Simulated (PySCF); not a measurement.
# What a mistake does to a calculation on FH3NSi

All numbers below are calculated, not measured. They come from PySCF 2.14.0, an open-source quantum chemistry program, on an isolated molecule that a program drew, which may never have been made. The molecule is FH3NSi (charge 0, doublet), drawn as the SMILES string `N[SiH]F`.

Each row is a Hartree-Fock (HF) and frozen-core CCSD(T) single point in the cc-pV(D+d)Z basis, meant for a local HF minimum. Run 1 is clean. Each other run has one planted mistake out of seven kinds, and not every kind appears here: one electron removed, one electron added, multiplicity raised by two, geometry at a saddle point, minimal basis STO-3G, one bond length entered in bohr, all coordinates scaled. The reference is restricted for singlets and unrestricted otherwise, and also for a bond in bohr. Adding or removing an electron swaps singlet and doublet. Electrons count all cores. HOMO and LUMO are orbital energies over both spins, the gradient is its largest component, and the lowest frequency (negative if imaginary) is given only where the gradient is small. Bond lengths are over the 5 bonds as drawn. T1 is the CCSD diagnostic: over 0.02 (restricted) or 0.045 (unrestricted) a single reference is doubtful.

Geometry of the clean run:
```xyz
6
FH3NSi, angstrom
N    -1.7319   -1.7875    0.7511
Si   -1.9675   -0.1464    1.1356
F    -2.1074    0.1344    2.7312
H    -2.5023   -2.4314    0.7659
H    -0.8734   -2.2527    0.9774
H    -3.2418    0.2942    0.5327
```

```
run,electrons,basis functions,<S^2>,HOMO (eV),LUMO (eV),gradient (hartree/bohr),lowest frequency (cm^-1),mean bond (Å),longest bond (Å),T1,HF (hartree),CCSD(T) (hartree),mistake
1,33,66,0.752,-9.41,1.90,1.5e-05,228,1.3623,1.702,0.0136,-444.62217,-445.09433,no fault
2,33,66,3.759,-3.09,-0.56,1.0e-01,-,1.3623,1.702,0.0167,-444.38155,-444.83225,multiplicity raised by two
3,33,66,1.374,-10.10,1.36,2.2e-02,-,1.5410,1.898,0.0536,-444.49465,-444.96401,?
4,34,66,0.000,0.17,9.65,8.3e-02,-,1.3623,1.702,0.0119,-444.58175,-445.08105,?
```

**Which mistake was planted in run 3, and what did it cost?**

The mean bond changes by a factor of 1.131 and the longest by 1.115, so the molecule wasn't scaled as a whole. A length L in bohr read as angstrom grows by (1/0.5292 - 1) L = 0.890 L. The 5 bonds together grew by 5 x 0.1787 = 0.893 Å, which gives L = 1.004 Å. That is the length of one of the H-N bonds, 1.004 Å in the clean geometry. So the mistake is: one bond length entered in bohr. Subtracting run 1 and multiplying by 627.51 kcal/mol a hartree, the energy moved by 80.0 kcal/mol in HF and 81.8 kcal/mol in CCSD(T).

**Which mistake was planted in run 4, and what did it cost?**

It counts 34 electrons, one more than the clean run, at the same geometry and basis. So the mistake is: one electron added. Subtracting run 1 and multiplying by 627.51 kcal/mol a hartree, the energy moved by 25.4 kcal/mol in HF and 8.3 kcal/mol in CCSD(T).

Cautions from the logs. Run 3: T1 is over the limit, so its CCSD(T) energy is less reliable; run 4: the HOMO is above zero, so the electron isn't bound and the energy depends on the basis.
